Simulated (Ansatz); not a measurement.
`CC[Si]CC` and `CC[SiH]` differ in one atom or group.

Ansatz, PBE0-D4/def2-TZVP geometries, multiplicity 1. Each molecule was computed in one conformer, which needn't be the lowest.

```json
{"property": "HOMO energy (ωB97M-V/def2-TZVPP) / eV", "`CC[Si]CC`": "-7.86"}
{"property": "HOMO–LUMO gap (B3LYP/def2-TZVPP) / eV", "`CC[Si]CC`": "3.44"}
{"property": "zero-point energy (PBE0-D4/def2-TZVP) / kJ/mol", "`CC[Si]CC`": "339.7"}
{"property": "LUMO energy (B3LYP/def2-TZVPP) / eV", "`CC[Si]CC`": "-2.18"}
{"property": "HOMO energy (PBE0/def2-TZVPP) / eV", "`CC[Si]CC`": "-5.77"}
{"property": "size of the dipole moment (PBE/def2-TZVPP) / D", "`CC[Si]CC`": "1.53"}
```

Question: What does the change do to each property? (Best estimate.)

Answer: The calculation gave: 
```csv
property,`CC[SiH]`,shift
HOMO energy (ωB97M-V/def2-TZVPP) / eV,-8.33,-0.47
HOMO–LUMO gap (B3LYP/def2-TZVPP) / eV,3.42,-0.02
zero-point energy (PBE0-D4/def2-TZVP) / kJ/mol,185.8,-153.9
LUMO energy (B3LYP/def2-TZVPP) / eV,-2.66,-0.48
HOMO energy (PBE0/def2-TZVPP) / eV,-6.24,-0.47
size of the dipole moment (PBE/def2-TZVPP) / D,1.28,-0.25
```

The zero-point energy changes by -153.9 kJ/mol with -18 modes. Dipoles are sizes alone; their direction can turn.

B3LYP here is the variant with VWN-RPA as its local correlation; programs differ in this.
